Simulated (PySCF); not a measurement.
chromium atom (Cr), septet; M06L/STO-3G in PySCF.

Input for PySCF:
```python
from pyscf import gto, scf, dft

mol = gto.Mole()
mol.atom = '''
    Cr    0.00000000    0.00000000    0.00000000
'''
mol.basis = 'sto-3g'
mol.spin = 6
mol.verbose = 4
mol.build()

mf = dft.UKS(mol)
mf.xc = 'm06l'
mf.kernel()
mf.analyze()
```

### Question
Predict the main parts of the log of this PySCF run.

### Answer

```
PySCF version 2.14.0

[INPUT] verbose = 4
[INPUT] num. atoms = 1
[INPUT] num. electrons = 24
[INPUT] charge = 0
[INPUT] spin (= nelec alpha-beta = 2S) = 6
[INPUT] symmetry False subgroup None
[INPUT] Mole.unit = angstrom
[INPUT] Symbol           X                Y                Z      unit          X                Y                Z       unit  Magmom
[INPUT]  1 Cr     0.000000000000   0.000000000000   0.000000000000 AA    0.000000000000   0.000000000000   0.000000000000 Bohr   0.0

nuclear repulsion = 0
number of shells = 8
number of NR pGTOs = 54
number of NR cGTOs = 18
basis = sto-3g
ecp = {}

******** <class 'pyscf.dft.uks.UKS'> ********
method = UKS
initial guess = minao
damping factor = 0
level_shift factor = 0
DIIS = <class 'pyscf.scf.diis.CDIIS'>
diis_start_cycle = 1
diis_space = 8
diis_damp = 0
SCF conv_tol = 1e-09
SCF conv_tol_grad = None
SCF max_cycles = 50
direct_scf = True
direct_scf_tol = 1e-13
number electrons alpha = 15  beta = 9
XC library pyscf.dft.libxc version 7.1.2
    S. Lehtola, C. Steigemann, M. J. T. Oliveira, and M. A. L. Marques,  SoftwareX 7, 1–5 (2018)
XC functionals = m06l
    Y. Zhao and D. G. Truhlar,  J. Chem. Phys. 125, 194101 (2006)
    Y. Zhao and D. G. Truhlar,  J. Chem. Phys. 125, 194101 (2006)
    Y. Zhao and D. G. Truhlar,  Theor. Chem. Acc. 120, 215 (2008)
radial grids:
    Treutler-Ahlrichs [JCP 102, 346 (1995); DOI:10.1063/1.469408] (M4) radial grids

becke partition: Becke, JCP 88, 2547 (1988); DOI:10.1063/1.454033
pruning grids: <function nwchem_prune>
grids dens level: 3
symmetrized grids: False
atomic radii adjust function: <function treutler_atomic_radii_adjust>
small_rho_cutoff = 0
Set gradient conv threshold to 3.16228e-05
tot grids = 20904
init E= -1032.23108880163

cycle= 1 E= -1032.89018187033  delta_E= -0.659  |g|= 0.278  |ddm|= 1.99

cycle= 2 E= -1032.53696563366  delta_E= 0.353  |g|= 0.52  |ddm|= 2.95

cycle= 3 E= -1032.60983008712  delta_E= -0.0729  |g|= 0.325  |ddm|= 1.68
cycle= 4 E= -1032.90149669066  delta_E= -0.292  |g|= 0.239  |ddm|= 2.95

cycle= 5 E= -1033.01330903983  delta_E= -0.112  |g|= 0.105  |ddm|= 1.71
cycle= 6 E= -1032.900390287  delta_E= 0.113  |g|= 0.244  |ddm|= 1.71
cycle= 7 E= -1032.8971007715  delta_E= 0.00329  |g|= 0.255  |ddm|= 0.013

cycle= 8 E= -1032.56535042613  delta_E= 0.332  |g|= 0.474  |ddm|= 2.96

cycle= 9 E= -1032.54944450295  delta_E= 0.0159  |g|= 0.52  |ddm|= 0.257

cycle= 10 E= -1032.53673456061  delta_E= 0.0127  |g|= 0.542  |ddm|= 0.331

cycle= 11 E= -1032.55246892434  delta_E= -0.0157  |g|= 0.51  |ddm|= 0.16

cycle= 12 E= -1032.58230012481  delta_E= -0.0298  |g|= 0.448  |ddm|= 0.334

cycle= 13 E= -1033.01231086875  delta_E= -0.43  |g|= 0.0742  |ddm|= 2.46

cycle= 14 E= -1032.60854448399  delta_E= 0.404  |g|= 0.403  |ddm|= 2.42
cycle= 15 E= -1032.88705006134  delta_E= -0.279  |g|= 0.286  |ddm|= 2.95
cycle= 16 E= -1032.88662056548  delta_E= 0.000429  |g|= 0.288  |ddm|= 0.00148
cycle= 17 E= -1032.88670415172  delta_E= -8.36e-05  |g|= 0.288  |ddm|= 0.0171

cycle= 18 E= -1032.62580048583  delta_E= 0.261  |g|= 0.341  |ddm|= 2.94

cycle= 19 E= -1032.63278192289  delta_E= -0.00698  |g|= 0.316  |ddm|= 0.287

cycle= 20 E= -1033.01264288004  delta_E= -0.38  |g|= 0.0829  |ddm|= 2.42

cycle= 21 E= -1033.01629173532  delta_E= -0.00365  |g|= 0.0758  |ddm|= 0.464

cycle= 22 E= -1032.59288877118  delta_E= 0.423  |g|= 0.44  |ddm|= 2.73

cycle= 23 E= -1032.57241289933  delta_E= 0.0205  |g|= 0.491  |ddm|= 1.32
cycle= 24 E= -1032.8835583145  delta_E= -0.311  |g|= 0.296  |ddm|= 2.95
cycle= 25 E= -1032.89587961469  delta_E= -0.0123  |g|= 0.259  |ddm|= 0.0462

cycle= 26 E= -1032.58518892955  delta_E= 0.311  |g|= 0.389  |ddm|= 2.95

cycle= 27 E= -1032.60319241024  delta_E= -0.018  |g|= 0.36  |ddm|= 0.373

cycle= 28 E= -1032.93681565415  delta_E= -0.334  |g|= 0.182  |ddm|= 1.77

cycle= 29 E= -1032.62645502853  delta_E= 0.31  |g|= 0.327  |ddm|= 1.72

cycle= 30 E= -1032.9386766162  delta_E= -0.312  |g|= 0.172  |ddm|= 1.74

cycle= 31 E= -1032.94406018637  delta_E= -0.00538  |g|= 0.155  |ddm|= 0.608
cycle= 32 E= -1032.898643012  delta_E= 0.0454  |g|= 0.249  |ddm|= 2.41
cycle= 33 E= -1032.89797384952  delta_E= 0.000669  |g|= 0.251  |ddm|= 0.0043
cycle= 34 E= -1032.89740553301  delta_E= 0.000568  |g|= 0.253  |ddm|= 0.00865

cycle= 35 E= -1033.01210081334  delta_E= -0.115  |g|= 0.0917  |ddm|=  1.7

cycle= 36 E= -1032.94499405349  delta_E= 0.0671  |g|= 0.156  |ddm|= 1.82

cycle= 37 E= -1032.94577043132  delta_E= -0.000776  |g|= 0.156  |ddm|= 0.17

cycle= 38 E= -1032.94495636135  delta_E= 0.000814  |g|= 0.16  |ddm|= 0.422

cycle= 39 E= -1033.02221703086  delta_E= -0.0773  |g|= 0.0639  |ddm|= 1.72

cycle= 40 E= -1033.02495582069  delta_E= -0.00274  |g|= 0.0446  |ddm|= 0.492

cycle= 41 E= -1033.02915200377  delta_E= -0.0042  |g|= 0.0449  |ddm|= 0.658

cycle= 42 E= -1033.02956300483  delta_E= -0.000411  |g|= 0.0396  |ddm|= 0.151

cycle= 43 E= -1033.02994984385  delta_E= -0.000387  |g|= 0.0381  |ddm|= 0.275

cycle= 44 E= -1033.0298995859  delta_E= 5.03e-05  |g|= 0.0382  |ddm|= 0.195

cycle= 45 E= -1033.02999060412  delta_E= -9.1e-05  |g|= 0.0368  |ddm|= 0.0909

cycle= 46 E= -1033.03004502929  delta_E= -5.44e-05  |g|= 0.0357  |ddm|= 0.0803

cycle= 47 E= -1032.93997520983  delta_E= 0.0901  |g|= 0.175  |ddm|= 2.01

cycle= 48 E= -1033.02956106539  delta_E= -0.0896  |g|= 0.0261  |ddm|= 1.76

cycle= 49 E= -1033.02995861014  delta_E= -0.000398  |g|= 0.0196  |ddm|= 0.259

cycle= 50 E= -1033.02980974163  delta_E= 0.000149  |g|= 0.0144  |ddm|= 0.131
SCF not converged.
SCF energy = -1033.02980974163 after 50 cycles  <S^2> = 12.000235  2S+1 = 7.0000671
**** SCF Summaries ****
Total Energy =                       -1033.029809741625058
Nuclear Repulsion Energy =               0.000000000000000
One-electron Energy =                -1423.514039140508430
Two-electron Energy =                  390.484229398883372
Two-electron Coulomb Energy =          439.129757177539830
DFT Exchange-Correlation Energy =      -48.645527778656444
**** MO energy ****
                             alpha | beta                alpha | beta
MO #1   energy= -212.896450774182  | -212.892187080232  occ= 1 | 1
MO #2   energy= -24.0728580083787  | -24.0391535129665  occ= 1 | 1
MO #3   energy= -20.7758176218667  | -20.7499047335749  occ= 1 | 1
MO #4   energy= -20.7655638725684  | -20.7373467366581  occ= 1 | 1
MO #5   energy= -20.76417111844    | -20.7351478714992  occ= 1 | 1
MO #6   energy= -2.73942965976011  | -2.54046898762381  occ= 1 | 1
MO #7   energy= -1.71183087213157  | -1.53424600477887  occ= 1 | 1
MO #8   energy= -1.70857471399047  | -1.49345304340211  occ= 1 | 1
MO #9   energy= -1.70290726882392  | -1.48666100727021  occ= 1 | 1
MO #10  energy= -0.0774722912686001 | 0.0973427880561856 occ= 1 | 0
MO #11  energy= 0.12524534479439   | 0.290832437992152  occ= 1 | 0
MO #12  energy= 0.131149875305586  | 0.300308648499411  occ= 1 | 0
MO #13  energy= 0.131182309930171  | 0.300558206772845  occ= 1 | 0
MO #14  energy= 0.139827023457691  | 0.340012173976933  occ= 1 | 0
MO #15  energy= 0.141839395655376  | 0.344773934435073  occ= 1 | 0
MO #16  energy= 0.15931142313638   | 0.346357655461672  occ= 0 | 0
MO #17  energy= 0.160101425558499  | 0.353958357611488  occ= 0 | 0
MO #18  energy= 0.168853627319863  | 0.355166660651905  occ= 0 | 0

To work with the spin densities directly, `use mulliken_meta_spin()` only printing them here.

 ** Mulliken spin pop alpha/beta on meta-lowdin orthogonal AOs **
 ** Mulliken Spin Density (per AO)  **
spin_pop of  0 Cr 1s        0.00000
spin_pop of  0 Cr 2s        0.00002
spin_pop of  0 Cr 3s        0.00012
spin_pop of  0 Cr 4s        0.99996
spin_pop of  0 Cr 2px      -0.00000
spin_pop of  0 Cr 2py      -0.00000
spin_pop of  0 Cr 2pz       0.00000
spin_pop of  0 Cr 3px       0.00004
spin_pop of  0 Cr 3py       0.00005
spin_pop of  0 Cr 3pz       0.00002
spin_pop of  0 Cr 4px       0.15520
spin_pop of  0 Cr 4py       0.12882
spin_pop of  0 Cr 4pz       0.71587
spin_pop of  0 Cr 3dxy      0.94204
spin_pop of  0 Cr 3dyz      0.63972
spin_pop of  0 Cr 3dz^2     0.66897
spin_pop of  0 Cr 3dxz      0.75641
spin_pop of  0 Cr 3dx2-y2    0.99275
 ** Mulliken Spin Density (per atom)  **
spin density of  0 Cr =      6.00000
 ** Mulliken pop alpha/beta on meta-lowdin orthogonal AOs **
 ** Mulliken pop       alpha | beta **
pop of  0 Cr 1s        1.00000 | 1.00000
pop of  0 Cr 2s        1.00000 | 0.99998
pop of  0 Cr 3s        0.99999 | 0.99987
pop of  0 Cr 4s        0.99999 | 0.00003
pop of  0 Cr 2px       0.99999 | 0.99999
pop of  0 Cr 2py       0.99999 | 0.99999
pop of  0 Cr 2pz       1.00000 | 0.99999
pop of  0 Cr 3px       1.00000 | 0.99995
pop of  0 Cr 3py       0.99999 | 0.99995
pop of  0 Cr 3pz       1.00000 | 0.99998
pop of  0 Cr 4px       0.15525 | 0.00005
pop of  0 Cr 4py       0.12888 | 0.00006
pop of  0 Cr 4pz       0.71590 | 0.00002
pop of  0 Cr 3dxy      0.94205 | 0.00000
pop of  0 Cr 3dyz      0.63976 | 0.00005
pop of  0 Cr 3dz^2     0.66899 | 0.00002
pop of  0 Cr 3dxz      0.75646 | 0.00004
pop of  0 Cr 3dx2-y2    0.99276 | 0.00000
In total            15.00000 | 9.00000
 ** Mulliken atomic charges   ( Nelec_alpha | Nelec_beta ) **
charge of  0Cr =      0.00000  (    15.00000      9.00000 )
Dipole moment(X, Y, Z, Debye): -0.00000, -0.00000,  0.00000
```

Convergence was not reached.
